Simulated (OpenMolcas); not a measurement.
# CH2FNSi: a line through the functionals

CH2FNSi: 6 atoms, total charge 0, spin state singlet. SMILES: `FC1=N[SiH2]1`. The shape is that of a PBE0-D4/def2-TZVP optimisation.

The HOMO–LUMO gap y, in eV, basis 6-311+G(d,p); a is the functional's share of exact exchange. Programs: OpenMolcas 26.06.

```
functional     program     a  y (eV)
    revPBE  OpenMolcas     0    4.35
    r2SCAN  OpenMolcas     0    4.86
     B3LYP  OpenMolcas   0.2    5.97
      PBE0  OpenMolcas  0.25       ?
     BHLYP  OpenMolcas   0.5    8.35
```

Task: Fit y = c + s·a to the known rows and predict PBE0.

Result: 
1. Means of the 4 rows: a = 0.1750, y = 5.883.
2. Σ(Δa)² = 0.1675, Σ(Δa·Δy) = 1.2512, so the slope is 1.2512/0.1675 = 7.4699.
3. Intercept: 5.883 − (7.4699) × 0.1750 = 4.576. The largest residual of the fit is 0.28.
4. PBE0: 4.576 + (7.4699) × 0.25 = 6.44 eV.

The run gave 6.40 eV, so the prediction is off by +0.04 eV, within the largest residual. Exact exchange lowers occupied levels and raises empty ones. The rows mix families of semi-local functionals, which the line can't see.
